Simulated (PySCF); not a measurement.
Al(F)(vinyl)2 (C₄H₆AlF), SMILES C=[CH][Al]([F])[CH]=C.

Geometry: B3LYP-D3(BJ)/def2-SVP. The structure was generated by enumeration; whether it is a known compound was not checked. One conformer was computed; it need not be the lowest.

All values below come from PySCF 2.14.0 with B3LYP-D3(BJ)/def2-SVP.

Frequencies are harmonic and unscaled.

| mode | ν (cm⁻¹) | IR (km/mol) | Raman (Å⁴/amu) | depolarisation | moving atoms (share of kinetic energy) |
|---|---|---|---|---|---|
| 1 | 79 | 1.7 | 6.0 | 0.75 | C 43 %, H 27 %, F 23 % |
| 2 | 89 | 0.2 | 5.7 | 0.74 | C 60 %, H 39 % |
| 3 | 120 | 0.1 | 3.1 | 0.70 | C 67 %, H 24 % |
| 4 | 153 | 6.3 | 1.9 | 0.75 | C 33 %, Al 24 %, H 23 %, F 20 % |
| 5 | 205 | 14.2 | 1.2 | 0.75 | H 30 %, F 30 %, Al 23 %, C 17 % |
| 6 | 266 | 12.9 | 2.3 | 0.75 | C 47 %, H 20 %, Al 19 %, F 14 % |
| 7 | 337 | 7.1 | 4.0 | 0.35 | C 43 %, H 24 %, F 17 %, Al 15 % |
| 8 | 451 | 8.1 | 14.6 | 0.72 | H 67 %, C 28 % |
| 9 | 492 | 96.0 | 1.3 | 0.75 | H 50 %, C 32 %, Al 16 % |
| 10 | 551 | 0.3 | 15.2 | 0.07 | C 71 %, H 21 % |
| 11 | 715 | 152.4 | 0.5 | 0.75 | Al 49 %, C 36 %, H 15 % |
| 12 | 867 | 131.9 | 1.0 | 0.60 | F 50 %, Al 47 % |
| 13 | 996 | 10.0 | 1.5 | 0.75 | H 88 %, C 11 % |
| 14 | 1000 | 49.7 | 0.2 | 0.75 | H 73 %, C 27 % |
| 15 | 1003 | 22.9 | 3.0 | 0.40 | H 82 %, C 17 % |
| 16 | 1004 | 0.7 | 0.6 | 0.24 | H 77 %, C 23 % |
| 17 | 1061 | 20.1 | 0.5 | 0.75 | H 93 % |
| 18 | 1063 | 0.9 | 0.5 | 0.44 | H 93 % |
| 19 | 1269 | 1.3 | 2.5 | 0.75 | H 70 %, C 30 % |
| 20 | 1275 | 7.7 | 14.2 | 0.15 | H 72 %, C 27 % |
| 21 | 1420 | 5.1 | 8.4 | 0.75 | H 79 %, C 21 % |
| 22 | 1426 | 33.1 | 31.1 | 0.42 | H 79 %, C 21 % |
| 23 | 1641 | 6.8 | 2.1 | 0.75 | C 81 %, H 19 % |
| 24 | 1644 | 23.2 | 22.5 | 0.02 | C 81 %, H 19 % |
| 25 | 3095 | 5.0 | 65.3 | 0.75 | H 95 % |
| 26 | 3096 | 33.2 | 88.2 | 0.10 | H 95 % |
| 27 | 3112 | 14.5 | 89.0 | 0.75 | H 92 %, C 8 % |
| 28 | 3113 | 0.0 | 336.7 | 0.18 | H 92 %, C 8 % |
| 29 | 3180 | 30.7 | 110.0 | 0.75 | H 89 %, C 11 % |
| 30 | 3184 | 0.1 | 43.8 | 0.42 | H 89 %, C 10 % |
